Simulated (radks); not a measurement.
Task: All-electron atom: Ag V in [Kr] 4d7. Calculated with a radial shooting solver on a logarithmic mesh with Libxc functionals: scalar-relativistic Kohn-Sham, BLYP, spin-polarised, spherical densities, finite nucleus; open shells are filled with parallel spins first (spin-orbit coupling, left out, can overturn this in heavy ions); Fermi nuclear charge, rms radius 4.5454 fm. Some entries of the table are withheld. Estimate them.

| orbital | occ. | eigenvalue (eV) | <1/r> (bohr^-1) | r(max) (bohr) |
|---|---|---|---|---|
| 1s down | 1 | -25391.44 | 49.43 | 0.02016 |
| 1s up | 1 | -25391.44 | 49.43 | 0.02016 |
| 2s up | 1 | -3788.690 | 11.23 | 0.1140 |
| 2s down | 1 | -3788.027 | 11.23 | 0.1140 |
| 2p up | 3 | -3404.741 | 10.85 | 0.09113 |
| 2p down | 3 | -3404.235 | 10.85 | 0.09112 |
| 3s up | 1 | -741.5339 | 3.944 | 0.3326 |
| 3s down | 1 | -741.1983 | 3.944 | 0.3326 |
| 3p up | 3 | -615.4946 | 3.758 | 0.3257 |
| 3p down | 3 | -615.1123 | 3.758 | 0.3258 |
| 3d up | 5 | -416.7391 | 3.532 | 0.2735 |
| 3d down | 5 | -416.1462 | 3.532 | 0.2737 |
| 4s up | 1 | -152.1797 | 1.532 | 0.8195 |
| 4s down | 1 | -149.5897 | 1.536 | 0.8178 |
| 4p up | 3 | -115.0212 | (1) | 0.8703 |
| 4p down | 3 | -112.3741 | (2) | 0.8686 |
| 4d up | 5 | -60.8575 | 1.103 | 0.9954 |
| 4d down | 2 | -58.3278 | 1.097 | 0.9953 |

Result: 
(1) 4p up <1/r> (bohr^-1): 1.389
(2) 4p down <1/r> (bohr^-1): 1.391
